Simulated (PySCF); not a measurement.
Computed shifts of a molecule C4H9FSi, PBE/pcSseg-1 (PySCF), GIAO, gas phase, atoms alike by connectivity averaged where their shifts nearly agree, in ppm (number of nuclei): ¹⁹F: -222.8 (1). ²⁹Si: 49.2 (1). ¹³C: 33.0 (2), 19.2 (2). ¹H: 5.94 (1), 2.39 (1), 2.32 (1), 1.74 (1), 1.46 (1), 1.40 (1), 1.32 (1), 0.99 (1), 0.59 (1). References: ¹⁹F against CFCl3 (σ = 133.6 ppm); ²⁹Si against TMS (σ = 335.4 ppm); ¹³C against TMS (σ = 182.0 ppm); ¹H against TMS (σ = 31.49 ppm), references at their B3LYP-D3(BJ)/def2-TZVP geometries, non-relativistic. The structure is a stationary point at B3LYP-D3(BJ)/def2-SVP. Other conformers were not sampled.

Q: Pick the molecule that these values belong to.
(A) C[C@]1(F)CC[SiH2]1
(B) C/C(=C\F)C[SiH3]
(C) C[C@H]1C[C@@H](F)[SiH2]1
(D) F[SiH]1CCCC1

A: D, F[SiH]1CCCC1
